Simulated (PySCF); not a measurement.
(Cl2Al-mu-Cl)2.
Bonds: Al1–Cl2, Al1–Cl3, Al1–Cl4, Al1–Cl8, Cl4–Al5, Al5–Cl6, Al5–Cl7, Al5–Cl8.

Computed, not measured: PySCF, PBE0-D3(BJ)/def2-SVP geometry optimisation, gas phase.

Task: How far are the bound atoms from Al1?

Result: 4 atoms: Cl2 2.081 Å, Cl3 2.082 Å, Cl8 2.277 Å, Cl4 2.279 Å. The nearest atom not counted as bound is Al5, at 3.19 Å.

Task: List the angles at Al1.

Result: 
| angle | degrees | distance of the outer atoms (Å) |
| --- | --- | --- |
| Cl2–Al1–Cl3 | 123.7 | 3.67 |
| Cl2–Al1–Cl4 | 109.6 | 3.56 |
| Cl3–Al1–Cl4 | 109.6 | 3.56 |
| Cl3–Al1–Cl8 | 109.2 | 3.56 |
| Cl2–Al1–Cl8 | 108.8 | 3.55 |
| Cl4–Al1–Cl8 | 91.0 | 3.25 |

Task: Describe the arrangement about Al1 in numbers.

Result: Angles from 91.0° to 123.7°; τ4 = (360° − α − β)/141° = 0.90 with α and β the two widest (0 for a square, 1 for a tetrahedron). The Al–Cl distances aren't all alike: 2.081 to 2.279 Å. Differences among atoms that D2h makes equivalent are scatter left by the optimiser.

Task: Give some angles away from the centre.

Result: Al1–Cl4–Al5 89.0°.

Task: What are the rotational constants (commonest isotopes, rigid rotor)?

Result: A = 770.9, B = 403.5, C = 328.5 MHz: an asymmetric top.

Point group: D2h (tolerance 0.08 Å). Charge 0, singlet. PBE0-D3(BJ)/def2-SVP frequencies: not computed here.

Hardware: an AMD EPYC with one thread, no GPU, shared host. Cost: 5.3 min wall, 4.3 min CPU, 0.66 GiB resident at most. That covers the optimisation of the geometry.

One conformer stands for the species.
